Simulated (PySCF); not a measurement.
Static response to an electric field

Species: Si8Cl8 cubane, Si₈Cl₈.
Structure used (PBE0-D3(BJ)/def2-SVP), in Å, numbered top down from 1:
```
atom  x, y, z in Å
Si1   -1.6133    1.3011    0.0978
Cl2   -3.1658    2.6531    0.1487
Si3   -1.0777   -0.3459    1.7365
Cl4   -2.0979   -0.7096    3.4882
Si5   -0.6852   -1.9622    0.0159
Cl6   -1.4123   -3.8887    0.0151
Si7   -1.2388   -0.3122   -1.6371
Cl8   -2.4818   -0.6518   -3.2446
Si9    1.0498    0.3468   -1.7383
Cl10   2.1728    0.6621   -3.4343
Si11   0.6959    1.9439    0.0021
Cl12   1.3542    3.8948   -0.0135
Si13   1.2343    0.2998    1.6475
Cl14   2.3848    0.5981    3.3280
Si15   1.6090   -1.3061   -0.0843
Cl16   3.2376   -2.5571   -0.2611
```

Level: wB97X-D/def2-SVPD (PySCF), static field, nuclei fixed, core orbitals frozen in the response. The polarisability tensor in these axes (au):

```
x   329.22   0.04  -0.21
y     0.04 330.01   0.81
z    -0.21   0.81 330.29
```

Problem. Diagonalise the tensor; give its mean and Δα, where Δα² is half the sum of the squared differences of the eigenvalues.

Solution. Principal values 329.09, 329.44 and 330.99 au; mean 329.84 au = 48.88 Å³ = 54.38 × 10⁻⁴⁰ C²·m²/J; Δα = 1.75 au (1 % of the mean).

Problem. What is the dipole moment?

Solution. 0.03 D at this geometry.

Problem. In TDDFT the mean static polarisability is Σ f/ω² over all singlet excitations (ω in hartree). How much of it do the 10 lowest give? Their energies (eV) and oscillator strengths: 1.48, 0.0000; 1.50, 0.0000; 1.51, 0.0000; 3.57, 0.0000; 3.58, 0.0003; 3.64, 0.0000; 3.75, 0.0000; 3.75, 0.0000; 3.76, 0.0000; 3.97, 0.0000.

Solution. They add up to 0.02 au, 0.0 % of the 329.84 au; the largest single term is 0.02 au, from the state at 3.58 eV. Terms in order: 0.00, 0.00, 0.00, 0.00, 0.02, 0.00, 0.00, 0.00, 0.00, 0.00 au. Higher excitations give the rest. The strengths listed sum to 0.000.

Problem. Traceless (Buckingham) quadrupole moment about the centre of nuclear charge: eigenvalues?

Solution. -0.24, -0.10, 0.34 D·Å. The electronic extent ⟨r²⟩ about the same centre is 10478 bohr², a root-mean-square distance of 3.44 Å for the 248 electrons.

Problem. What would n − 1 = 2πNα be for an ideal gas of these molecules at 273.15 K and 1 atm, electronic part alone?

Solution. N = p/kT = 2.6868 × 10¹⁹ cm⁻³, so n − 1 = 2π × N × 48.88 × 10⁻²⁴ cm³ = 8251 × 10⁻⁶ at long wavelengths, for an ideal gas.

Problem. Find the Langevin capture rate constant for NO+ (29.998 u) meeting this molecule (503.566 u), k = 2.342 × 10⁻⁹ cm³/s × √(α in Å³ / reduced mass in u).

Solution. The reduced mass is 28.31 u, so k = 3.08 × 10⁻⁹ cm³/s.

Problem. What molar refraction does this α imply?

Solution. Lorentz–Lorenz: R = (4π/3)N_A α = 2.5225 cm³/(mol·Å³) × 48.88 Å³ = 123.3 cm³/mol, in the limit of long wavelengths.

Geometry: PBE0-D3(BJ)/def2-SVP, one conformer, isolated molecule.

The run behind these numbers computed excited states as well. Hardware: 2 threads, Intel Xeon Platinum 8488C (x86_64), shared host with 96 logical CPUs at a one-minute load of 34. Cost: 4.3 min wall, 9.2 min CPU (with the writing of density and orbital grids), 3.5 GiB resident at most.
